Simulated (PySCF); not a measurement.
Correlation energy of Ne (neon, neutral)

Starting occupation: [Ne]. Calculation: PySCF 2.14, in an uncontracted even-tempered set (20 s from 0.019 bohr⁻², ratio 2.6; 13 p from 0.025 bohr⁻², ratio 2.6; 3 d from 1.5 bohr⁻², ratio 2.8; 3 f from 2.3 bohr⁻², ratio 2.8); X2C-1e with screened-nucleus spin-orbit coupling, Gaussian nucleus. Frozen: 1s2; 8 electrons correlated; the 66 highest virtual spinors left out.

MP2 pair energies summed by pair of shells (mhartree):

| pair | energy | share (%) |
| --- | --- | --- |
| 2p1/2-2p3/2 | -91.62 | 32.5 |
| 2p3/2-2p3/2 | -84.90 | 30.1 |
| 2p3/2-2s1/2 | -49.98 | 17.7 |
| 2p1/2-2s1/2 | -25.01 | 8.9 |
| 2p1/2-2p1/2 | -19.58 | 7.0 |
| 2s1/2-2s1/2 | -10.65 | 3.8 |

Total MP2 correlation energy: -281.74 mhartree.

The virtual space was cut to 56 spinors, which keep -273.38 of the -281.74 mhartree of MP2 correlation.

```json
{"level": "CCSD", "correlation energy (mhartree)": "-274.93"}
{"level": "(T)", "correlation energy (mhartree)": "-4.38"}
{"level": "CCSD(T)", "correlation energy (mhartree)": "-279.31"}
```

Diagnostics: T1 = 0.0044, largest double amplitude 0.028.

Question: Is a single reference adequate?

Answer: Yes: T1 lies below 0.03 and no double amplitude reaches 0.07.
